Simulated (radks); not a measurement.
The tantalum ion Ta3+ is in [Xe] 4f14 5d(3/2: 2, 5/2: 0). Method: Dirac Kohn-Sham, PBE, spin-unpolarised, spherical densities, finite nucleus; Fermi nuclear charge, rms radius of each element as measured or else 0.836 A^(1/3) + 0.57 fm; computed with a radial shooting solver on a logarithmic mesh with Libxc functionals. Sub-shells are occupied by j as written (lower j first in brackets). One electron is removed from 4f7/2, 5p3/2, 5d3/2, 4f5/2 in turn, with full relaxation. Which removal costs least, and what does each cost?

Answer. 5d3/2 35.434 eV; 4f7/2 63.084 eV; 4f5/2 65.161 eV; 5p3/2 71.995 eV. The 5d3/2 electron leaves first.
